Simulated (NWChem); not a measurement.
System: C3H7B; SMILES C(B)C=C

Excerpt of the output:

```
             Northwest Computational Chemistry Package (NWChem) 7.3.0
             --------------------------------------------------------

 C1  symmetry detected

                             Geometry "geometry" -> ""
                             -------------------------

 Output coordinates in angstroms (scale by  1.889725989 to convert to a.u.)

  No.       Tag          Charge          X              Y              Z
 ---- ---------------- ---------- -------------- -------------- --------------
    1 B                    5.0000     0.22715694     1.93008959     0.27894071
    2 C                    6.0000    -0.44951534     0.62851427    -0.23809757
    3 C                    6.0000     0.34775452    -0.63380417    -0.24346806
    4 C                    6.0000    -0.05594499    -1.80502731     0.25185492
    5 H                    1.0000    -0.60009033     0.97787716    -1.29341333
    6 H                    1.0000    -1.47170285     0.48006614     0.14575822
    7 H                    1.0000     1.35544125    -0.56157311    -0.67302173
    8 H                    1.0000    -1.04921947    -1.92805900     0.69648872
    9 H                    1.0000     0.59318922    -2.68419787     0.23555327
   10 H                    1.0000    -0.45017659     2.88596551     0.58231514
   11 H                    1.0000     1.43300889     2.04137643     0.28988042

 Effective nuclear repulsion energy (a.u.)     101.3747528230

  pbe96 is a nonlocal functional; adding pw91lda local functional.

                                 NWChem DFT Module
                                 -----------------

 Summary of "ao basis" -> "ao basis" (spherical)
 ------------------------------------------------------------------------------
       Tag                 Description            Shells   Functions and Types
 ---------------- ------------------------------  ------  ---------------------
 B                          def2-svp                 6       14   3s2p1d
 C                          def2-svp                 6       14   3s2p1d
 H                          def2-svp                 3        5   2s1p

            General Information
            -------------------
          SCF calculation type: DFT
          Wavefunction type:  closed shell.
          No. of atoms     :    11
          No. of electrons :    30
           Alpha electrons :    15
            Beta electrons :    15
          Charge           :     0
          Spin multiplicity:     1
          Use of symmetry is: off; symmetry adaption is: off
          Maximum number of iterations: 150
          AO basis - number of functions:    91
                     number of shells:    45
          Convergence on energy requested:  1.00D-06
          Convergence on density requested:  1.00D-05
          Convergence on gradient requested:  5.00D-04

              XC Information
              --------------
          PerdewBurkeErnzerhof Exchange Functional  1.000
            Perdew 1991 LDA Correlation Functional  1.000 local
           PerdewBurkeErnz. Correlation Functional  1.000 non-local

             Grid Information
             ----------------
          Grid used for XC integration:  medium
          Radial quadrature: Mura-Knowles
          Angular quadrature: Lebedev.
          Tag              B.-S. Rad. Rad. Pts. Rad. Cut. Ang. Pts.
          ---              ---------- --------- --------- ---------
          B                   0.85       49          12.0       434
          C                   0.70       49          12.0       434
          H                   0.35       45          13.0       434
          Grid pruning is: on
          Number of quadrature shells:   511
          Spatial weights used:  Erf1

      Superposition of Atomic Density Guess
      -------------------------------------

 Sum of atomic energies:        -140.87337931

      Non-variational initial energy
      ------------------------------

 Total energy =    -143.308190
 1-e energy   =    -387.086681
 2-e energy   =     142.403738
 HOMO         =      -0.301884
 LUMO         =      -0.026303

   convergence    iter        energy       DeltaE   RMS-Dens  Diis-err
 ---------------- ----- ----------------- --------- --------- ---------
 d= 0,ls=0.0,diis     1   -142.9676897972 -2.44D+02  7.92D-03  2.92D-01
 d= 0,ls=0.0,diis     2   -142.9922451520 -2.46D-02  4.75D-03  7.40D-02
 d= 0,ls=0.0,diis     3   -142.9866897973  5.56D-03  2.89D-03  1.17D-01
 d= 0,ls=0.0,diis     4   -143.0025551128 -1.59D-02  7.57D-04  8.26D-03
 d= 0,ls=0.0,diis     5   -143.0036839136 -1.13D-03  1.70D-04  2.48D-04
  Resetting Diis
 d= 0,ls=0.0,diis     6   -143.0037193451 -3.54D-05  3.93D-05  1.15D-05
 d= 0,ls=0.0,diis     7   -143.0037210729 -1.73D-06  1.67D-05  5.10D-07
 d= 0,ls=0.0,diis     8   -143.0037210082  6.47D-08  1.05D-05  9.09D-07
 d= 0,ls=0.0,diis     9   -143.0037211402 -1.32D-07  2.48D-06  1.04D-07

         Total DFT energy =     -143.003721140183
      One electron energy =     -391.095860167292
           Coulomb energy =      169.340722668996
    Exchange-Corr. energy =      -22.623336464850
 Nuclear repulsion energy =      101.374752822963

 Numeric. integr. density =       29.999996839927

                       DFT Final Molecular Orbital Analysis
                       ------------------------------------

 Vector   13  Occ=2.000000D+00  E=-3.035440D-01
              MO Center=  1.1D-01,  3.9D-01,  7.8D-02, r^2= 4.0D+00
   Bfn.  Coefficient  Atom+Function         Bfn.  Coefficient  Atom+Function
  ----- ------------  ---------------      ----- ------------  ---------------
    19      0.321838   2 C  py                5      0.245019   1 B  py
     4      0.203020   1 B  px               87     -0.190113  11 H  s
    77     -0.184555   9 H  s                32      0.168497   3 C  px
    47      0.157729   4 C  py               22      0.146531   2 C  py
    72      0.141226   8 H  s                34      0.116222   3 C  pz

 Vector   14  Occ=2.000000D+00  E=-2.806887D-01
              MO Center=  2.2D-01,  1.5D+00,  2.2D-01, r^2= 3.5D+00
   Bfn.  Coefficient  Atom+Function         Bfn.  Coefficient  Atom+Function
  ----- ------------  ---------------      ----- ------------  ---------------
     4      0.318526   1 B  px               87     -0.284336  11 H  s
    82      0.267487  10 H  s                18      0.198986   2 C  px
    62     -0.181212   6 H  s                88     -0.161924  11 H  s
    32     -0.144224   3 C  px               83      0.143938  10 H  s
    67     -0.124464   7 H  s                33      0.123771   3 C  py

 Vector   15  Occ=2.000000D+00  E=-2.215770D-01
              MO Center=  4.8D-02, -8.8D-01, -3.9D-04, r^2= 2.5D+00
   Bfn.  Coefficient  Atom+Function         Bfn.  Coefficient  Atom+Function
  ----- ------------  ---------------      ----- ------------  ---------------
    48      0.370371   4 C  pz               34      0.315604   3 C  pz
    51      0.259525   4 C  pz               37      0.214545   3 C  pz
     5     -0.171138   1 B  py               46      0.151416   4 C  px
    57      0.142898   5 H  s                20     -0.133727   2 C  pz
    32      0.128955   3 C  px               58      0.111711   5 H  s

 Vector   16  Occ=0.000000D+00  E=-8.271417D-02
              MO Center=  2.0D-01,  1.9D+00,  2.6D-01, r^2= 2.2D+00
   Bfn.  Coefficient  Atom+Function         Bfn.  Coefficient  Atom+Function
  ----- ------------  ---------------      ----- ------------  ---------------
     9     -0.579812   1 B  pz                6      0.548002   1 B  pz
    58     -0.269296   5 H  s                 5     -0.172255   1 B  py
     8      0.167831   1 B  py               57     -0.162208   5 H  s
    63      0.118946   6 H  s                20      0.092680   2 C  pz
    62      0.090389   6 H  s                23      0.054787   2 C  pz

 Vector   17  Occ=0.000000D+00  E=-1.697123D-02
              MO Center=  9.8D-02, -1.0D+00, -5.2D-02, r^2= 2.5D+00
   Bfn.  Coefficient  Atom+Function         Bfn.  Coefficient  Atom+Function
  ----- ------------  ---------------      ----- ------------  ---------------
    37      0.554110   3 C  pz               51     -0.534633   4 C  pz
    34      0.410555   3 C  pz               48     -0.377898   4 C  pz
    58      0.321165   5 H  s                17     -0.278548   2 C  s
    49     -0.210721   4 C  px               35      0.188649   3 C  px
    32      0.168375   3 C  px               50     -0.165797   4 C  py

 Vector   18  Occ=0.000000D+00  E= 5.159957D-02
              MO Center= -4.1D-01,  3.9D-01, -6.8D-01, r^2= 6.0D+00
   Bfn.  Coefficient  Atom+Function         Bfn.  Coefficient  Atom+Function
  ----- ------------  ---------------      ----- ------------  ---------------
    17      2.174505   2 C  s                58     -1.260090   5 H  s
     3     -0.854514   1 B  s                63     -0.777815   6 H  s
    68     -0.569956   7 H  s                45      0.531957   4 C  s
    78     -0.527824   9 H  s                73     -0.404049   8 H  s
    35      0.394191   3 C  px               23     -0.387094   2 C  pz

     Multipole analysis of the density
     ---------------------------------

     L   x y z        total         alpha         beta         nuclear
     -   - - -        -----         -----         ----         -------
     0   0 0 0     -0.000000    -15.000000    -15.000000     30.000000

     1   1 0 0     -0.147276     -0.073638     -0.073638      0.000000
     1   0 1 0     -0.032868     -0.016434     -0.016434      0.000000
     1   0 0 1     -0.191472     -0.095736     -0.095736     -0.000000

[...]
```

Level: PBE/def2-SVP, vertical spin-unrestricted ions. Structure relaxed at the PBE0/def2-SVP level.

### Question
Which NWChem input produces such a log?

### Answer
Several could match; the one computed here: the input that was run:
```
start job
memory heap 200 mb stack 900 mb global 1100 mb
geometry units angstroms noautoz
  B      0.301004     1.915835     0.231167
  C     -0.482576     0.620171    -0.124599
  C      0.282739    -0.651048    -0.290162
  C     -0.019811    -1.815932     0.285677
  H     -0.848054     0.967547    -1.126684
  H     -1.402688     0.484563     0.466378
  H      1.178285    -0.591647    -0.922329
  H     -0.898619    -1.926240     0.929850
  H      0.602324    -2.702401     0.138359
  H     -0.287558     2.880316     0.664626
  H      1.483284     2.013586    -0.012230
end
basis spherical
  * library def2-svp
end
dft
  xc xpbe96 cpbe96
  iterations 150
  vectors input atomic output neutral.movecs
end
task dft energy
charge 1
dft
  odft
  mult 2
  vectors input atomic output cation.movecs
end
task dft energy
```
